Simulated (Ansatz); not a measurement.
## C4H4BFO: where a starting geometry ends

The starting geometry of this gas-phase singlet was optimised with GFN2-xTB; its bonds are those of `Bc1occc1F`.

| atom | x (Å) | y (Å) | z (Å) |
| --- | --- | --- | --- |
| C | -0.3163 | -1.6494 | 0.3437 |
| C | -2.1308 | -2.5507 | -0.4929 |
| C | -2.5029 | -1.2759 | -0.1633 |
| C | -1.3355 | -0.7061 | 0.3708 |
| B | 1.1349 | -1.5721 | 0.7919 |
| F | -1.2277 | 0.5385 | 0.8290 |
| O | -0.8574 | -2.7791 | -0.2006 |
| H | 1.8224 | -2.5059 | 0.6703 |
| H | 1.5248 | -0.5728 | 1.2482 |
| H | -2.6921 | -3.3537 | -0.9314 |
| H | -3.4605 | -0.8144 | -0.2830 |

Task: Predict what becomes of its bonds when it is optimised with PBE-D3(BJ)/def2-SVP.

Result: It keeps its bonds, and is `Bc1occc1F`.

The energy falls by 0.12 eV over 8 steps:

```tsv
step	E − E(last) (eV)
1	0.123
2	0.016
3	0.001
4	0.000
5	0.000
6	0.000
7	0.000
8	0.000
```

Final geometry (Å):

```yaml
atoms:
  - { symbol: C, position_ang: [-0.3018, -1.6317, 0.3540] }
  - { symbol: C, position_ang: [-2.1406, -2.5544, -0.4967] }
  - { symbol: C, position_ang: [-2.5229, -1.2655, -0.1657] }
  - { symbol: C, position_ang: [-1.3448, -0.6912, 0.3735] }
  - { symbol: B, position_ang: [1.1411, -1.5775, 0.7916] }
  - { symbol: F, position_ang: [-1.2387, 0.5482, 0.8296] }
  - { symbol: O, position_ang: [-0.8545, -2.7892, -0.2035] }
  - { symbol: H, position_ang: [1.8574, -2.5493, 0.6659] }
  - { symbol: H, position_ang: [1.5645, -0.5445, 1.2690] }
  - { symbol: H, position_ang: [-2.6962, -3.3876, -0.9440] }
  - { symbol: H, position_ang: [-3.5049, -0.7991, -0.2911] }
```

The end wasn't checked by frequencies. Run with Ansatz 0.2.0, 61 s on 2 threads of Intel(R) Xeon(R) Processor @ 2.50GHz (Skylake/Cascade Lake), with other jobs on the host.
